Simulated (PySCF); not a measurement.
**Two-dimensional NMR puzzle**

Compound of formula C₁₀H₁₅F. Correlations simulated from computed shifts and couplings:

HSQC (one-bond C–H):
```tsv
δH	δC	¹J(C,H) (Hz)
1.86	33.2	139
1.76	45.4	135
1.51	38.7	133
1.51	38.7	133
```

COSY cross peaks (|J| ≥ 2 Hz):
```tsv
δH	δH	abs. J (Hz)	bonds
1.86	1.76	3.7	3
1.86	1.51	3.3	3
1.86	1.51	3.6	3
1.51	1.51	13.9	2
```

HMBC (two and three bonds, |J| ≥ 2.5 Hz):
```tsv
δH	δC [abs. J in Hz]
1.86	87.8 [8.3], 45.4 [3.5], 38.7 [3.3], 33.2 [7.2]
1.76	87.8 [5.7], 45.4 [5.9], 38.7 [7.7], 33.2 [3.0]
1.51	45.4 [8.0], 33.2 [2.5]
1.51	38.7 [7.6], 33.2 [3.1]
```

Carbons without hydrogens: δ 87.8.

Level of theory: geometry from PBE0-D3(BJ)/def2-SVP, NMR shieldings at PBE0/pcSseg-1/GIAO, couplings computed with B3LYP/pcJ-1 (spin–dipole term only in couplings to heteroatoms), in PySCF 2.14 (gas phase, non-relativistic Hamiltonian, one conformer, fast rotation and ring inversion assumed for equivalent nuclei).

Scale: ¹H (31.27 ppm) and ¹³C (184.41 ppm) against TMS (reference shieldings calculated alike).

Exchangeable hydrogens are left out of these lists, and C,H couplings along chains are those of one rotamer, so weak HMBC peaks may be missing or extra.

Problem. Which molecule is this?

Solution. SMILES [C@H]12C[C@@]3(F)C[C@H](C[C@@H](C1)C3)C2.

Structure with atom numbers: `[F:1][C@:2]12[CH2:3][C@H:4]3[CH2:5][C@H:6]([CH2:7][C@H:8]([CH2:9]3)[CH2:10]1)[CH2:11]2`. Hydrogens are named by the atom that carries them. Ha(C7) is cis to C3 on the ring; Ha(C9) is cis to C5 on the ring; Ha(C5) is cis to C7 on the ring; Hb(C7) is trans to C3 on the ring; Hb(C9) is trans to C5 on the ring; Hb(C5) is trans to C7 on the ring.

1. δC 87.8 is C2, a fully substituted sp3 carbon bonded to F.
2. δC 45.4 is C3/C10/C11, an sp3 CH2 in a ring (δH 1.76).
3. δC 38.7 is C5/C7/C9, an sp3 CH2 in a ring (δH 1.51).
4. δC 33.2 is C4/C6/C8, an sp3 CH in a ring (δH 1.86).
5. HMBC from δH 1.86 reaches the proton-free carbon C2.
6. HMBC from δH 1.76 reaches the proton-free carbon C2.
7. COSY links 1.86–1.76, 1.86–1.51, 1.86–1.51, 1.51–1.51.

This is the structure that produced the data.

Common functionals overestimate the size of one-bond C–F couplings by tens of Hz; these are unscaled. Unscaled 3J(H,H) at this level run about 10 % above measured values. Shifts are as computed. Against solution values, carbons near 30 ppm lie about +2 ppm off and those near 130 ppm about +5 ppm. Of 1313 compounds with measured shifts, 239 miss one by over three times the rms of a fit or turn the order of signals round; such compounds aren't used in these exercises.
